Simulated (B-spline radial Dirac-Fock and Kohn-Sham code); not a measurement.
## Electron momentum distribution of Lu³¹⁺: Compton profiles

System: Lu³¹⁺ in the configuration [Kr] 4d4.

The run's input, task.json:

```json
{"items": [{
  "Z": 71,
  "q": 31,
  "cfg": [[1, 0, 2], [2, 0, 2], [2, 1, 6], [3, 0, 2], [3, 1, 6], [3, 2, 10], [4, 0, 2], [4, 1, 6], [4, 2, 4]],
  "A": 175,
  "rrms": 5.37,
  "do": ["scatter"],
  "s": [0.0, 0.05, 0.1, 0.15, 0.2, 0.25, 0.3, 0.35, 0.4, 0.45, 0.5, 0.6, 0.7, 0.8, 0.9, 1.0, 1.1, 1.2, 1.4, 1.6, 1.8, 2.0, 2.5, 3.0, 3.5, 4.0, 5.0, 6.0],
  "pz": [0, 0.1, 0.2, 0.3, 0.4, 0.5, 0.6, 0.8, 1.0, 1.2, 1.4, 1.6, 1.8, 2.0, 2.5, 3.0, 4.0, 5.0, 7.0, 10.0, 15.0, 20.0, 30.0, 40.0, 60.0, 100.0],
  "hv_scatter": [1000, 2000, 8047.8, 17479.3, 20000, 30000, 50000, 1000000]
}]}
```

Command: `python xray_run.py task.json out`

These are calculated numbers from a radial B-spline solver; the model is the impulse approximation on Dirac-Fock densities. pz is in atomic units of momentum; subshell profiles are per electron, for a selection of subshells; open shells are spread over both j values by their weights.

| pz | J total | J 1s1/2 | J 2p1/2 | J 3d5/2 | J 4d5/2 |
| --- | --- | --- | --- | --- | --- |
| 0 | 2.232 | 0.0107 | 0.0187 | 0.0344 | 0.0757 |
| 0.4 | 2.225 | 0.0107 | 0.0187 | 0.0344 | 0.0757 |
| 0.5 | 2.221 | 0.0107 | 0.0187 | 0.0344 | 0.0757 |
| 0.6 | 2.216 | 0.0107 | 0.0187 | 0.0344 | 0.0757 |
| 0.8 | 2.203 | 0.0107 | 0.0187 | 0.0344 | 0.0757 |
| 1 | 2.186 | 0.0107 | 0.0187 | 0.0344 | 0.0757 |
| 1.2 | 2.166 | 0.0107 | 0.0187 | 0.0344 | 0.0757 |
| 1.4 | 2.142 | 0.0107 | 0.0187 | 0.0344 | 0.0756 |
| 1.6 | 2.115 | 0.0107 | 0.0187 | 0.0344 | 0.0756 |
| 1.8 | 2.083 | 0.0107 | 0.0187 | 0.0344 | 0.0754 |
| 2 | 2.048 | 0.0107 | 0.0187 | 0.0344 | 0.0753 |
| 2.5 | 1.947 | 0.0107 | 0.0187 | 0.0344 | 0.0743 |
| 3 | 1.829 | 0.0107 | 0.0187 | 0.0343 | 0.0724 |
| 4 | 1.567 | 0.0106 | 0.0186 | 0.0342 | 0.0642 |
| 5 | 1.314 | 0.0106 | 0.0186 | 0.0339 | 0.0507 |
| 7 | 0.9454 | 0.0104 | 0.0184 | 0.0322 | 0.0219 |
| 10 | 0.6422 | 0.0102 | 0.0177 | 0.0263 | 0.00486 |
| 15 | 0.3418 | 0.00954 | 0.0154 | 0.0136 | 0.00355 |
| 20 | 0.1904 | 0.00876 | 0.0121 | 0.00556 | 0.00196 |
| 30 | 0.07268 | 0.00696 | 0.00601 | 0.000817 | 0.000318 |
| 40 | 0.03343 | 0.00521 | 0.00262 | 0.000136 | 5.29e-05 |
| 60 | 0.01031 | 0.00267 | 0.000513 | 6.81e-06 | 2.57e-06 |
| 100 | 0.001943 | 0.000681 | 3.95e-05 | < 1e-6 | < 1e-6 |

J(0) = 2.232. The 4p3/2 subshell gives the largest part, 18 %.

Mean momentum ⟨p⟩ by subshell (a.u.): 1s1/2 72.5, 2s1/2 25.9, 2p1/2 34.2, 2p3/2 30.6, 3s1/2 13.2, 3p1/2 15.7, 3p3/2 14.7, 3d3/2 17.6, 3d5/2 17.2, 4s1/2 7.65, 4p1/2 8.57, 4p3/2 8.20, 4d3/2 9.24, 4d5/2 9.12.
